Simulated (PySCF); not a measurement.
## Working out the ionisation energy of Al²⁺

Al²⁺ [Ne] 3s1 (2S) → Al³⁺ [Ne] (1S). All numbers are calculated (PySCF 2.14, the spin-free X2C one-electron Hamiltonian (Gaussian nucleus), in x2c-TZVPPall with one added diffuse shell each of s, p, d type (6s6p4d1f, 51 functions)). Frozen: 1s2. Energies in hartree (1 hartree = 27.21139 eV):

```tsv
part	Al²⁺ (lower)	Al³⁺ (upper)
UHF	-241.459494	-240.427930
CCSD correlation	-0.148239	-0.138722
(T)	-0.001120	-0.000938
```

Task: What does Hartree-Fock give?

Result: (-240.427930) − (-241.459494) = 1.031564 hartree = 28.070 eV.

Task: What do CCSD and CCSD(T) give?

Result: The CCSD correlation energies differ by 0.009517 hartree = 0.259 eV and the triples by 0.000182 hartree = 0.005 eV, so CCSD gives 28.329 eV and CCSD(T) 28.334 eV.

Measured between the centres of the two terms (NIST): 28.448 eV, so CCSD(T) (valence and next inner shell) is off by -0.114 eV.

What remains against the reference includes basis incompleteness, the frozen core and higher excitations.
